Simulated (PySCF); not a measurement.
C$_{6}$H$_{9}$O, doublet (typed; the unrestricted solution is spin-contaminated), geometry from GFN2-xTB, with bond 1-2 at 2.2 times its length; PBE0/STO-3G (PySCF).

The PySCF input:
```python
from pyscf import gto, scf, dft

mol = gto.M(
    atom='''
O    -3.73955667    0.26325876    0.52372907
C    -1.11853851    0.07874331    0.15665256
C    -0.19376152    1.26653046    0.28011446
C     1.06928310    1.12646069   -0.57215067
C     1.78605069   -0.12573509   -0.25013838
C     1.01961696   -1.27351588    0.27959790
C    -0.43509445   -1.22226002   -0.19204248
H    -0.74557191    2.17538625    0.03401302
H     0.08950526    1.33091202    1.33516272
H     1.72187303    1.99176583   -0.42130000
H     0.77448763    1.14772450   -1.63394651
H     2.84732669   -0.20044721   -0.39877126
H     1.48075649   -2.21722578   -0.02723183
H     1.02631754   -1.27449828    1.38174174
H    -1.01805368   -2.05122986    0.21298471
H    -0.46269552   -1.30464002   -1.28289701
''',
    basis='sto-3g',
    spin=1,
    verbose=4,
)

mf = dft.UKS(mol)
mf.xc = 'pbe0'
mf.kernel()
mo_i, mo_e, stable_i, stable_e = mf.stability(internal=True, external=False, return_status=True, nroots=6, tol=1e-6)
print('internally stable:', stable_i, ' externally stable:', stable_e)
if not stable_i:
    umf = mf.copy()
    umf.scf_summary = {}
    umf.kernel(umf.make_rdm1(mo_i, mf.mo_occ))
mf.analyze()
```

What the program printed (banner, timings and long lists left out):

```
PySCF version 2.14.0

[INPUT] verbose = 4
[INPUT] num. atoms = 16
[INPUT] num. electrons = 53
[INPUT] charge = 0
[INPUT] spin (= nelec alpha-beta = 2S) = 1
[INPUT] symmetry False subgroup None
[INPUT] Mole.unit = angstrom
[INPUT] Symbol           X                Y                Z      unit          X                Y                Z       unit  Magmom
[...]
nuclear repulsion = 272.8793051678
number of shells = 30
number of NR pGTOs = 132
number of NR cGTOs = 44
basis = sto-3g
ecp = {}

******** <class 'pyscf.dft.uks.UKS'> ********
method = UKS
initial guess = minao
damping factor = 0
level_shift factor = 0
DIIS = <class 'pyscf.scf.diis.CDIIS'>
diis_start_cycle = 1
diis_space = 8
diis_damp = 0
SCF conv_tol = 1e-09
SCF conv_tol_grad = None
SCF max_cycles = 50
direct_scf = True
direct_scf_tol = 1e-13
number electrons alpha = 27  beta = 26
XC library pyscf.dft.libxc version 7.1.2
    S. Lehtola, C. Steigemann, M. J. T. Oliveira, and M. A. L. Marques,  SoftwareX 7, 1–5 (2018)
XC functionals = pbe0
    C. Adamo and V. Barone,  J. Chem. Phys. 110, 6158 (1999)
    M. Ernzerhof and G. E. Scuseria,  J. Chem. Phys. 110, 5029 (1999)
radial grids:
    Treutler-Ahlrichs [JCP 102, 346 (1995); DOI:10.1063/1.469408] (M4) radial grids

becke partition: Becke, JCP 88, 2547 (1988); DOI:10.1063/1.454033
pruning grids: <function nwchem_prune>
grids dens level: 3
symmetrized grids: False
atomic radii adjust function: <function treutler_atomic_radii_adjust>
small_rho_cutoff = 0
Set gradient conv threshold to 3.16228e-05
tot grids = 187064
init E= -305.205765033427

cycle= 1 E= -303.318204161481  delta_E= 1.89  |g|= 0.508  |ddm|=  3.5
cycle= 2 E= -286.329432270993  delta_E=   17  |g|= 1.53  |ddm|= 7.14
cycle= 3 E= -300.781524999721  delta_E= -14.5  |g|= 0.74  |ddm|= 6.34

cycle= 4 E= -303.067678330582  delta_E= -2.29  |g|= 0.787  |ddm|= 3.36
cycle= 5 E= -303.355515745069  delta_E= -0.288  |g|= 0.631  |ddm|= 1.69
cycle= 6 E= -303.147224360463  delta_E= 0.208  |g|= 0.498  |ddm|= 0.394
cycle= 7 E= -303.721758370193  delta_E= -0.575  |g|= 0.623  |ddm|= 0.841
cycle= 8 E= -303.927891244775  delta_E= -0.206  |g|= 0.603  |ddm|= 2.32
cycle= 9 E= -301.223351261831  delta_E=  2.7  |g|= 1.13  |ddm|= 1.75
cycle= 10 E= -304.09389846293  delta_E= -2.87  |g|= 0.44  |ddm|= 1.97
cycle= 11 E= -304.108753348061  delta_E= -0.0149  |g|= 0.417  |ddm|= 0.251
cycle= 12 E= -304.05201570059  delta_E= 0.0567  |g|= 0.433  |ddm|= 0.281
cycle= 13 E= -304.134011453359  delta_E= -0.082  |g|= 0.429  |ddm|= 0.761
cycle= 14 E= -303.489753026997  delta_E= 0.644  |g|= 0.641  |ddm|= 2.36
cycle= 15 E= -303.280850990771  delta_E= 0.209  |g|= 0.602  |ddm|= 0.292
cycle= 16 E= -303.420515681158  delta_E= -0.14  |g|= 0.637  |ddm|= 0.211
cycle= 17 E= -303.578465041795  delta_E= -0.158  |g|= 0.791  |ddm|= 2.35
cycle= 18 E= -303.843662863005  delta_E= -0.265  |g|= 0.583  |ddm|= 2.18
cycle= 19 E= -303.974674362039  delta_E= -0.131  |g|= 0.506  |ddm|= 0.229

cycle= 20 E= -304.211825502463  delta_E= -0.237  |g|= 0.459  |ddm|=  1.7
cycle= 21 E= -304.292668063723  delta_E= -0.0808  |g|= 0.357  |ddm|= 0.188
cycle= 22 E= -300.693043451414  delta_E=  3.6  |g|= 0.674  |ddm|=  3.1
cycle= 23 E= -304.285812804276  delta_E= -3.59  |g|= 0.371  |ddm|=  3.1
cycle= 24 E= -304.285262351372  delta_E= 0.00055  |g|= 0.379  |ddm|= 0.0556
cycle= 25 E= -304.311539040844  delta_E= -0.0263  |g|= 0.352  |ddm|= 0.0837
cycle= 26 E= -304.318019990142  delta_E= -0.00648  |g|= 0.34  |ddm|= 0.0488
cycle= 27 E= -304.456310077941  delta_E= -0.138  |g|= 0.328  |ddm|= 0.591
cycle= 28 E= -304.362290606367  delta_E= 0.094  |g|= 0.237  |ddm|= 0.675
cycle= 29 E= -304.349179247574  delta_E= 0.0131  |g|= 0.241  |ddm|= 0.0972
cycle= 30 E= -304.380980861235  delta_E= -0.0318  |g|= 0.24  |ddm|= 0.146

cycle= 31 E= -297.282818910421  delta_E=  7.1  |g|= 0.918  |ddm|= 4.27
cycle= 32 E= -302.713112885772  delta_E= -5.43  |g|= 0.59  |ddm|= 3.35
cycle= 33 E= -304.347909463035  delta_E= -1.63  |g|= 0.516  |ddm|= 1.74
cycle= 34 E= -304.743819851842  delta_E= -0.396  |g|= 0.131  |ddm|= 1.08
cycle= 35 E= -304.767073521146  delta_E= -0.0233  |g|= 0.0541  |ddm|= 0.28
cycle= 36 E= -304.770949190654  delta_E= -0.00388  |g|= 0.0254  |ddm|= 0.114
cycle= 37 E= -304.771440501779  delta_E= -0.000491  |g|= 0.0171  |ddm|= 0.0284
cycle= 38 E= -304.77172210751  delta_E= -0.000282  |g|= 0.0109  |ddm|= 0.0244
cycle= 39 E= -304.771843696411  delta_E= -0.000122  |g|= 0.00626  |ddm|= 0.0156
cycle= 40 E= -304.771894639037  delta_E= -5.09e-05  |g|= 0.00278  |ddm|= 0.0123
cycle= 41 E= -304.7719061749  delta_E= -1.15e-05  |g|= 0.000564  |ddm|= 0.00811
cycle= 42 E= -304.771906558458  delta_E= -3.84e-07  |g|= 0.000118  |ddm|= 0.00146
cycle= 43 E= -304.771906596749  delta_E= -3.83e-08  |g|= 5.9e-05  |ddm|= 0.000452
cycle= 44 E= -304.771906617632  delta_E= -2.09e-08  |g|= 4.98e-05  |ddm|= 0.000307
cycle= 45 E= -304.771906639858  delta_E= -2.22e-08  |g|= 4.71e-05  |ddm|= 0.000334
cycle= 46 E= -304.771906661613  delta_E= -2.18e-08  |g|= 4.7e-05  |ddm|= 0.000328
cycle= 47 E= -304.771906674406  delta_E= -1.28e-08  |g|= 4.7e-05  |ddm|= 0.000193
cycle= 48 E= -304.77190663921  delta_E= 3.52e-08  |g|= 4.69e-05  |ddm|= 0.00053
cycle= 49 E= -304.771906149533  delta_E= 4.9e-07  |g|= 4.59e-05  |ddm|= 0.00748
cycle= 50 E= -304.771904044495  delta_E= 2.11e-06  |g|= 4.24e-05  |ddm|= 0.0346
SCF not converged.
SCF energy = -304.771904044495 after 50 cycles  <S^2> = 2.6876892  2S+1 = 3.4279377
uhf_internal: lowest eigs of H = [-0.00042821  0.00847069  0.2838464   0.2870054   0.28985002  0.33567498]
<class 'pyscf.dft.uks.UKS'> wavefunction has an internal instability
internally stable: False  externally stable: None

******** <class 'pyscf.dft.uks.UKS'> ********
method = UKS
initial guess = minao
damping factor = 0
level_shift factor = 0
DIIS = <class 'pyscf.scf.diis.CDIIS'>
diis_start_cycle = 1
diis_space = 8
diis_damp = 0
SCF conv_tol = 1e-09
SCF conv_tol_grad = None
SCF max_cycles = 50
direct_scf = True
direct_scf_tol = 1e-13
[...]
cycle= 2 E= -304.772103680342  delta_E= -2.01e-07  |g|= 0.000153  |ddm|= 0.0011
cycle= 3 E= -304.772103747334  delta_E= -6.7e-08  |g|= 9.49e-05  |ddm|= 0.000505
cycle= 4 E= -304.772103821304  delta_E= -7.4e-08  |g|= 8.82e-05  |ddm|= 0.000593
cycle= 5 E= -304.772103877656  delta_E= -5.64e-08  |g|= 8.76e-05  |ddm|= 0.000455
cycle= 6 E= -304.772104016519  delta_E= -1.39e-07  |g|= 8.74e-05  |ddm|= 0.00112
cycle= 7 E= -304.772104356073  delta_E= -3.4e-07  |g|= 8.7e-05  |ddm|= 0.00276
cycle= 8 E= -304.772106426133  delta_E= -2.07e-06  |g|= 8.49e-05  |ddm|= 0.0171
cycle= 9 E= -304.772113532636  delta_E= -7.11e-06  |g|= 7.86e-05  |ddm|= 0.0639
cycle= 10 E= -304.772114456793  delta_E= -9.24e-07  |g|= 7.63e-05  |ddm|= 0.00909
cycle= 11 E= -304.772117227327  delta_E= -2.77e-06  |g|= 7.54e-05  |ddm|= 0.0287
cycle= 12 E= -304.772117725749  delta_E= -4.98e-07  |g|= 7.45e-05  |ddm|= 0.00536
cycle= 13 E= -304.772120357659  delta_E= -2.63e-06  |g|= 7.02e-05  |ddm|= 0.0291
cycle= 14 E= -304.772130664134  delta_E= -1.03e-05  |g|= 6.58e-05  |ddm|= 0.156
cycle= 15 E= -304.772132803176  delta_E= -2.14e-06  |g|= 8.44e-05  |ddm|= 0.0507
cycle= 16 E= -304.772132793529  delta_E= 9.65e-09  |g|= 9.3e-05  |ddm|= 0.000205
cycle= 17 E= -304.772135159165  delta_E= -2.37e-06  |g|= 7.63e-05  |ddm|= 0.0777
cycle= 18 E= -304.77213630167  delta_E= -1.14e-06  |g|= 7.6e-05  |ddm|= 0.0707
cycle= 19 E= -304.772136383068  delta_E= -8.14e-08  |g|= 5.39e-05  |ddm|= 0.00751
cycle= 20 E= -304.772136498332  delta_E= -1.15e-07  |g|= 5.21e-05  |ddm|= 0.0196
cycle= 21 E= -304.772136537708  delta_E= -3.94e-08  |g|= 2.98e-05  |ddm|= 0.0126
cycle= 22 E= -304.772136543403  delta_E= -5.69e-09  |g|= 3.03e-06  |ddm|= 0.00578
cycle= 23 E= -304.77213654434  delta_E= -9.37e-10  |g|= 6.69e-06  |ddm|= 0.0011
Extra cycle  E= -304.772136544566  delta_E= -2.26e-10  |g|= 1.97e-06  |ddm|= 4.56e-05
converged SCF energy = -304.772136544566  <S^2> = 2.6854241  2S+1 = 3.4266159
**** SCF Summaries ****
Total Energy =                        -304.771904044495500
Nuclear Repulsion Energy =             272.879305167800453
One-electron Energy =                 -955.896964981215888
Two-electron Energy =                  378.245755768919878
Two-electron Coulomb Energy =          422.570792581592059
DFT Exchange-Correlation Energy =      -44.325036812672195
**** MO energy ****
                             alpha | beta                alpha | beta
[...]
To work with the spin densities directly, `use mulliken_meta_spin()` only printing them here.

 ** Mulliken spin pop alpha/beta on meta-lowdin orthogonal AOs **
 ** Mulliken Spin Density (per AO)  **
spin_pop of  0 O 1s       -0.00000
spin_pop of  0 O 2s       -0.00078
spin_pop of  0 O 2px       0.95139
spin_pop of  0 O 2py       0.92434
spin_pop of  0 O 2pz       0.08681
spin_pop of  1 C 1s        0.00000
spin_pop of  1 C 2s       -0.25374
spin_pop of  1 C 2px      -0.64296
spin_pop of  1 C 2py      -0.07578
spin_pop of  1 C 2pz      -0.88626
spin_pop of  2 C 1s       -0.00000
spin_pop of  2 C 2s        0.01111
spin_pop of  2 C 2px       0.01308
spin_pop of  2 C 2py       0.01677
spin_pop of  2 C 2pz       0.01771
spin_pop of  3 C 1s        0.00000
spin_pop of  3 C 2s       -0.01623
spin_pop of  3 C 2px      -0.03233
spin_pop of  3 C 2py      -0.02363
spin_pop of  3 C 2pz      -0.02486
spin_pop of  4 C 1s       -0.00002
spin_pop of  4 C 2s        0.05155
spin_pop of  4 C 2px       0.04772
spin_pop of  4 C 2py       0.12238
spin_pop of  4 C 2pz       0.78054
spin_pop of  5 C 1s        0.00000
spin_pop of  5 C 2s       -0.01623
spin_pop of  5 C 2px      -0.03829
spin_pop of  5 C 2py      -0.02068
spin_pop of  5 C 2pz      -0.02186
spin_pop of  6 C 1s       -0.00000
spin_pop of  6 C 2s        0.01111
spin_pop of  6 C 2px       0.01524
spin_pop of  6 C 2py       0.01692
spin_pop of  6 C 2pz       0.01541
spin_pop of  7 H 1s       -0.01873
spin_pop of  8 H 1s       -0.04120
spin_pop of  9 H 1s        0.01319
spin_pop of  10 H 1s        0.05075
spin_pop of  11 H 1s       -0.03642
spin_pop of  12 H 1s        0.01319
spin_pop of  13 H 1s        0.05075
spin_pop of  14 H 1s       -0.01873
spin_pop of  15 H 1s       -0.04120
 ** Mulliken Spin Density (per atom)  **
spin density of  0 O =      1.96176
spin density of  1 C =     -1.85874
spin density of  2 C =      0.05867
spin density of  3 C =     -0.09706
spin density of  4 C =      1.00217
spin density of  5 C =     -0.09706
spin density of  6 C =      0.05867
spin density of  7 H =     -0.01873
spin density of  8 H =     -0.04120
spin density of  9 H =      0.01319
spin density of  10 H =      0.05075
spin density of  11 H =     -0.03642
spin density of  12 H =      0.01319
spin density of  13 H =      0.05075
spin density of  14 H =     -0.01873
spin density of  15 H =     -0.04120
 ** Mulliken pop alpha/beta on meta-lowdin orthogonal AOs **
 ** Mulliken pop       alpha | beta **
In total            27.00000 | 26.00000
 ** Mulliken atomic charges   ( Nelec_alpha | Nelec_beta ) **
charge of  0O =     -0.00638  (     4.98407      3.02231 )
charge of  1C =     -0.02181  (     2.08153      3.94028 )
charge of  2C =     -0.09322  (     3.07594      3.01728 )
charge of  3C =     -0.08334  (     2.99314      3.09020 )
charge of  4C =     -0.05225  (     3.52721      2.52504 )
charge of  5C =     -0.08335  (     2.99314      3.09021 )
charge of  6C =     -0.09322  (     3.07595      3.01728 )
charge of  7H =      0.04925  (     0.46601      0.48474 )
charge of  8H =      0.04777  (     0.45552      0.49672 )
charge of  9H =      0.05084  (     0.48118      0.46799 )
charge of  10H =      0.04921  (     0.50077      0.45002 )
charge of  11H =      0.03944  (     0.46207      0.49849 )
charge of  12H =      0.05084  (     0.48118      0.46799 )
charge of  13H =      0.04921  (     0.50077      0.45002 )
charge of  14H =      0.04925  (     0.46601      0.48474 )
charge of  15H =      0.04777  (     0.45551      0.49671 )
Dipole moment(X, Y, Z, Debye):  0.59665, -0.04199, -0.08359
```

Convergence was not reached.
